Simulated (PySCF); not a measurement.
W⁺: excitation energy

W⁺ [Xe] 4f14 5d4 6s1 (6D) → W⁺ [Xe] 4f14 5d3 6s1 6p1 (high-spin determinant), as a difference of total energies. Calculation: PySCF 2.14, in x2c-TZVPPall with one added diffuse shell each of s, p, d, f type (12s8p8d4f1g, 113 functions); the spin-free X2C one-electron Hamiltonian (Gaussian nucleus). Correlated levels: valence: [Xe] 4f14 frozen. The calculations carry no spin-orbit coupling.

| method | excitation energy (eV) |
| --- | --- |
| UHF | 4.840 |
| MP2 (valence) | 5.047 |
| SCS-MP2 (valence) | 4.795 |
| CCSD (valence) | 4.989 |
| CCSD(T) (valence) | 4.989 |

**Question.** How much does correlation contribute at CCSD(T) (valence)?

**Answer.** 4.989 − (4.840) = 0.149 eV, measured against UHF.

A first-order spin-orbit estimate (lowest level to lowest level, LS coupling) adds -0.594 eV.

The coupled-cluster amplitudes are large for the upper state (T1 above 0.03 or a double amplitude above 0.15), so a single reference is strained.

The determinant of the upper state mixes LS terms, which raises its energy above the lowest term, most at the Hartree-Fock and MP2 levels.
